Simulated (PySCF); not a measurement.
## Telling isomers of C7H10NP apart by NMR

Theoretical values (PySCF 2.14): structure optimised with GFN2-xTB, shielding tensors at PBE0/pcSseg-1 (GIAO). Single conformer, averaged over atoms made equivalent by symmetry, fast rotation or ring inversion, non-relativistic, isolated molecule.

References, each an isolated molecule treated in the same way: TMS for ¹H, ¹³C. Splittings of carbon signals by F and P are missing where no couplings were computed. Where no couplings were computed, multiplicities follow the n + 1 count of equivalent neighbours, and m marks all less simple cases (inequivalent or close neighbours, rings, F or P nearby). Shifts are as computed. Against solution values, carbons near 30 ppm lie about +3 ppm off and those near 130 ppm about +5 ppm. Of 1211 compounds with measured shifts, 218 miss one by over three times the rms of a fit or turn the order of signals round; such compounds aren't used in these exercises. OH and NH positions are gas-phase values without hydrogen bonding to other molecules.

(1) Tabulate the signals of `Cc1c[nH]c(C2CC2)p1`, `CC(C)=Pn1cccc1`, `CC/C=P\n1cccc1`, `CCc1cpcnc1C`, `CN(C)c1cccpc1` and their relative energies.

(2) What is the quickest way to tell CC(C)=Pn1cccc1 from CC/C=P\n1cccc1?

(3) What is the quickest way to tell Cc1c[nH]c(C2CC2)p1 from CC/C=P\n1cccc1?

(4) What is the quickest way to tell CC/C=P\n1cccc1 from CN(C)c1cccpc1?

Results:

(1) 
```tsv
SMILES	carbon types	δC	δH	E rel. (kcal/mol)
Cc1c[nH]c(C2CC2)p1	2×C 2×CH 2×CH2 1×CH3	183.7, 148.7, 124.6, 20.4, 18.5, 16.5	8.57 (br s, 1H), 7.08 (m, 1H), 2.52 (m, 3H), 1.49 (m, 1H), 1.23 (m, 2H), 0.75 (m, 2H)	9.0
CC(C)=Pn1cccc1	1×C 4×CH 2×CH3	215.7, 127.3, 117.1, 28.0, 26.0	6.65 (m, 2H), 6.62 (m, 2H), 2.34 (m, 3H), 2.31 (m, 3H)	10.7
CC/C=P\n1cccc1	5×CH 1×CH2 1×CH3	198.5, 127.4, 117.4, 31.7, 17.9	8.36 (m, 1H), 6.73 (m, 2H), 6.64 (m, 2H), 2.84 (m, 2H), 1.05 (t, 3H)	14.0
CCc1cpcnc1C	2×C 2×CH 1×CH2 2×CH3	188.2, 174.3, 159.0, 143.5, 34.1, 28.3, 18.9	10.50 (m, 1H), 9.36 (m, 1H), 2.92 (s, 3H), 2.72 (q, 2H), 1.23 (t, 3H)	0.0
CN(C)c1cccpc1	1×C 4×CH 2×CH3	153.9, 148.4, 139.8, 139.3, 116.1, 41.9	8.30 (m, 1H), 8.05 (m, 1H), 7.84 (m, 1H), 6.67 (m, 1H), 3.18 (s, 6H)	6.4
```

Energies are electronic energies at PBE0/pcSseg-1 on these geometries, without zero-point or thermal terms, each for the one conformer computed, which needn't be the lowest.

(2) Both give the same number of carbon signals, but DEPT or the intensities differ. The first has a carbon double-bonded to a heavier main-group atom (C) at 215.7 ppm, the second a carbon double-bonded to a heavier main-group atom (CH) at 198.5 ppm. In the proton spectra the most deshielded non-exchanging signals are 6.65 (m, 2H) and 8.36 (m, 1H).

(3) Count the carbon signals: 6 against 5. The first has a substituted aromatic carbon next to a ring nitrogen (C) at 183.7 ppm, the second a carbon double-bonded to a heavier main-group atom (CH) at 198.5 ppm. In the proton spectra the most deshielded non-exchanging signals are 7.08 (m, 1H) and 8.36 (m, 1H).

(4) Count the carbon signals: 5 against 6. The first has an sp3 CH2 at 31.7 ppm, the second an aromatic carbon bearing nitrogen (C) at 153.9 ppm. Their most deshielded carbons lie at 198.5 and 153.9 ppm.
